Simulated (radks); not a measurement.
The sulfur anion S-, [Ne] 3s2 3p5, held by a Watson sphere: a shell of charge +1.32 at radius R that stands for the Madelung well of a crystal (potential energy -1.32/R inside, -1.32/r outside, in hartree with lengths in bohr). All-electron calculation, scalar-relativistic Kohn-Sham, r2SCAN, spin-polarised, spherical densities, finite nucleus; open shells are filled with parallel spins first; meta-GGA in the generalised Kohn-Sham scheme; Fermi nuclear charge, rms radius of each element as measured or else 0.836 A^(1/3) + 0.57 fm. Program: a radial shooting solver on a logarithmic mesh with Libxc functionals.

| R (bohr) | e(3s down) (eV) | e(3p up) (eV) | e(3p down) (eV) | <r> 3p (bohr) | sum of <r^2> (bohr^2) | X-ray form factor at sin(theta)/lambda = 0.2 1/angstrom |
|---|---|---|---|---|---|---|
| 2.5 | -20.079 | -10.703 | -9.709 | 2.115 | 35.07 | 11.240 |
| 3.4 | -18.158 | -8.967 | -8.021 | 2.236 | 38.53 | 11.123 |
| 3.78 | -17.491 | -8.322 | -7.386 | 2.272 | 39.60 | 11.106 |
| 3.82 | -17.426 | -8.258 | -7.322 | 2.276 | 39.70 | 11.104 |
| 4.2 | -16.839 | -7.680 | -6.750 | 2.306 | 40.58 | 11.097 |
| 4.65 | -16.225 | -7.071 | -6.144 | 2.335 | 41.41 | 11.093 |
